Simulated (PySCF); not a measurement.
Structure from 2D NMR

Compound of formula C5H7NOSi2. Correlations simulated from computed shifts and the bond graph:

HSQC (one-bond C–H):
```csv
δH,δC
7.06,153.7
6.91,153.1
6.18,136.3
```

COSY cross peaks (H two or three bonds apart, from the bond graph; peaks can be absent where the dihedral angle is near 90°):
```csv
δH,δH
7.06,6.18
6.91,5.35
6.18,5.35
```

HMBC (two and three bonds, from the bond graph):
```csv
δH,δC
7.06,"153.1, 137.5, 136.3, 122.5"
6.91,"153.7, 137.5, 136.3, 122.5"
6.18,"153.7, 153.1, 137.5"
5.35,"153.7, 153.1, 137.5, 136.3"
```

Carbons without hydrogens: δ 137.5, 122.5.

[PySCF 2.14: NMR shieldings at PBE0/pcSseg-1/GIAO; GFN2-xTB geometry; non-relativistic Hamiltonian; one averaged value for each set of equivalent atoms; single conformer; gas phase]

References, each an isolated molecule treated in the same way: TMS for ¹H (σ = 31.72 ppm), ¹³C (σ = 186.93 ppm).

Exchangeable hydrogens are left out of these lists.

Assemble the structure.

Results:

SMILES N#CC1=C[Si@@H](O[SiH3])C=C1.

Atoms are numbered as in `[N:1]#[C:2][C:3]1=[CH:4][Si@@H:5]([O:6][SiH3:7])[CH:8]=[CH:9]1`; H(Xn) means a hydrogen on atom n.

1. δC 153.7 is C9, an alkene CH (δH 7.06).
2. δC 153.1 is C4, an alkene CH (δH 6.91).
3. δC 137.5 is C3, a fully substituted alkene carbon.
4. δC 136.3 is C8, an alkene CH (δH 6.18).
5. δC 122.5 is C2, a nitrile carbon.
6. HMBC from δH 7.06 reaches the proton-free carbons C3, C2.
7. HMBC from δH 6.91 reaches the proton-free carbons C3, C2.
8. HMBC from δH 6.18 reaches the proton-free carbon C3.
9. HMBC from δH 5.35 reaches the proton-free carbon C3.
10. COSY links 7.06–6.18, 6.91–5.35, 6.18–5.35.

The shifts were computed for this structure.

Shifts are as computed. Against solution values, carbons near 30 ppm lie about +3 ppm off and those near 130 ppm about +5 ppm. Of 1211 compounds with measured shifts, 218 miss one by over three times the rms of a fit or turn the order of signals round; such compounds aren't used in these exercises.
